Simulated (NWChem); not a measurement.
Species: SiBr, doublet; SMILES [Si]Br

```xyz
2

Si     0.0000     0.0000    -1.6441
Br     0.0000     0.0000     0.6397
```
Atoms are numbered in this order, from 1.

Program: NWChem. Pople sets run with spherical d functions. Spin-unrestricted. The state is orbitally degenerate and is run as one real component. Geometry: optimised at B3LYP/6-31G* (spherical d), spin-unrestricted. No stability test was run on the SCF state. Vzz is the largest principal value of the second derivative of the potential at the nucleus (NWChem prints the opposite sign); η is the asymmetry. Non-relativistic.

**Question.** What does the run give for CAM-B3LYP/6-31G*? Quantities: Vzz Br2 (a.u.); η Br2.

**Answer.** 
- Vzz Br2 (a.u.) = 2.553
- η Br2 = 0.79
